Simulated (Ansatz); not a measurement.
Wavefunction ladder for `[CH2][N](C)[In]([Cl])[Cl]` radical

Cartesian coordinates in Å:
```
C -0.574 0.876 0.985
N -0.018 0.305 0.008
C 1.421 0.301 -0.124
In -1.279 -0.908 -1.573
Cl 0.036 -2.880 -1.286
Cl -3.301 -0.790 -0.299
H -1.659 0.841 1.069
H 0.008 1.392 1.752
H 1.695 0.782 -1.066
H 1.760 -0.736 -0.174
H 1.910 0.818 0.707
```

Total charge 0; spin multiplicity 2. Correlated methods include outer-core shells of In, which these sets cover unevenly. In takes the def2 core potential. All single points use the PBE0-D4/def2-TZVP geometry. It is one conformer, not always the lowest. Frozen core, unrestricted reference, Ansatz 0.2.0.

```tsv
basis	HF (Eh)	MP2 corr.
def2-SVP	-1241.01955	-0.77259
def2-TZVPP	-1241.48947	-1.18085
def2-QZVPP	-1241.52247	-1.44525
```

(1) Estimate the CCSD correlation energy and the (T) correction in each basis where they were run (hartree).

Results:

(1) 
```tsv
basis	CCSD corr.	(T)
def2-SVP	-0.83372	-0.02484
def2-TZVPP	-1.23085	-0.05047
```
